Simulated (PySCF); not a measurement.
A PySCF script (with the pyscf-properties extension) for the NMR shieldings of `C[Si@@H]([SiH3])COCC(N)=O`, C4H13NO2Si2, on a GFN2-xTB geometry:

```python
import basis_set_exchange as bse
import numpy as np
from pyscf import gto, dft
from pyscf.prop import nmr

atoms = """
C    -2.688724   -1.416250    0.632678
Si   -1.814759   -0.114132   -0.446658
Si   -1.464692    1.885481    0.671009
C    -0.064675   -0.784989   -0.845466
O     0.666348   -0.522952    0.346029
C     2.019928   -0.898793    0.286636
C     2.890155    0.069241   -0.521212
N     2.428007    1.334767   -0.505400
O     3.900316   -0.275668   -1.090552
H    -3.676435   -1.080276    0.934502
H    -2.117534   -1.613723    1.535861
H    -2.810156   -2.361146    0.109020
H    -2.536901   -0.035745   -1.733045
H    -2.710940    2.629063    0.880170
H    -0.579380    2.795594   -0.076784
H    -0.845813    1.736347    1.990961
H     0.398946   -0.275845   -1.698923
H    -0.045431   -1.859177   -1.064539
H     2.389290   -0.899866    1.317795
H     2.138532   -1.908650   -0.126951
H     2.931808    2.058396   -0.988947
H     1.581699    1.557705   -0.007817
"""
names = dict.fromkeys(["C", "Si", "O", "N", "H"], "pcSseg-1")
basis = {el: gto.basis.parse(bse.get_basis(n, elements=[el], fmt="nwchem")) for el, n in names.items()}
mol = gto.M(atom=atoms, basis=basis, charge=0, verbose=0)
mf = dft.RKS(mol, xc="PBE0")
mf.grids.level = 2
mf.grids.alignment = dft.numint.BLKSIZE   # the property module wants whole blocks of grid points
mf.conv_tol = 1e-9
mf.kernel()

calc = nmr.RKS(mf)   # GIAO
C = mf.mo_coeff
Co = C[:, mf.mo_occ > 0]
resp = mf.gen_response(singlet=True, hermi=2)
def vind(x):   # induced exchange potential for any number of trial vectors
    d = np.einsum("pi,xij,qj->xpq", C, 2 * x.reshape(-1, C.shape[1], Co.shape[1]), Co, optimize=True)
    return np.einsum("xpq,pi,qj->xij", resp(d - d.transpose(0, 2, 1)), C, Co, optimize=True).ravel()
mo1, _ = nmr.rhf.solve_mo1(calc, with_cphf=vind)
sigma = calc.kernel(mo1)
for i, s in enumerate(sigma):   # ppm
    w = np.linalg.eigvalsh((s + s.T) / 2)
    print("%2d %-2s iso %8.1f  s11 %8.1f  s22 %8.1f  s33 %8.1f" % (i, mol.atom_pure_symbol(i), w.mean(), *w))
```

Question: What are the results?

Answer: 
```
 0 C  iso    192.5  s11    185.2  s22    193.9  s33    198.3
 1 Si iso    389.3  s11    351.7  s22    406.8  s33    409.5
 2 Si iso    467.1  s11    452.0  s22    464.4  s33    484.9
 3 C  iso    122.4  s11     85.2  s22    106.2  s33    175.8
 4 O  iso    303.2  s11    264.0  s22    306.1  s33    339.3
 5 C  iso    107.7  s11     78.4  s22     94.2  s33    150.7
 6 C  iso     15.8  s11    -74.9  s22     26.8  s33     95.5
 7 N  iso    155.6  s11     51.7  s22    175.4  s33    239.7
 8 O  iso    -85.5  s11   -383.6  s22   -204.1  s33    331.1
 9 H  iso     31.5  s11     26.4  s22     28.8  s33     39.5
10 H  iso     31.2  s11     26.4  s22     30.0  s33     37.2
11 H  iso     31.3  s11     26.4  s22     28.2  s33     39.2
12 H  iso     27.3  s11     24.0  s22     25.2  s33     32.8
13 H  iso     28.3  s11     24.6  s22     25.7  s33     34.7
14 H  iso     28.4  s11     24.4  s22     27.4  s33     33.4
15 H  iso     28.1  s11     25.0  s22     26.7  s33     32.6
16 H  iso     28.2  s11     24.3  s22     28.5  s33     31.9
17 H  iso     28.5  s11     24.8  s22     27.6  s33     33.1
18 H  iso     27.3  s11     23.6  s22     25.8  s33     32.6
19 H  iso     28.2  s11     23.9  s22     27.4  s33     33.2
20 H  iso     27.0  s11     22.7  s22     23.5  s33     34.9
21 H  iso     25.8  s11     18.8  s22     27.1  s33     31.4
```

These numbers come from an equivalent density-fitted implementation of the same equations, which agrees with the script to about 0.01 ppm for H and up to a few tenths of a ppm for heavy atoms, so last digits may differ.

Question: Turn these shieldings into chemical shifts. References, each an isolated molecule treated in the same way: ¹³C (186.93 ppm) and ²⁹Si (349.16 ppm) and ¹H (31.72 ppm) against TMS; ¹⁷O (336.08 ppm) against H2O; ¹⁵N (267.73 ppm) vs NH3.

Answer: Averaging equivalent atoms: C 6: 171.1; C 5: 79.2; C 3: 64.5; C 0: -5.6; Si 1: -40.2; Si 2: -118.0; O 8: 421.6; O 4: 32.9; N 7: 112.1; H 21: 5.95; H 20: 4.68; H 12: 4.39; H 18: 4.39; H 19: 3.53; H 16: 3.48; H 13/14/15: 3.43; H 17: 3.23; H 9/10/11: 0.39 ppm. Unscaled 17O shifts of doubly bonded oxygen tend to come out too high, by tens of ppm or more. Experimental scales use liquid or dissolved standards, which lie at an offset from isolated NH3 (liquid NH3: subtract about 20 ppm) and H2O (liquid H2O: subtract about 36 ppm).

Size and cost of the density-fitted run: 232 basis functions, 98 s wall time on 1 thread of an Arm Neoverse N1, shared host; peak memory 0.97 GiB.
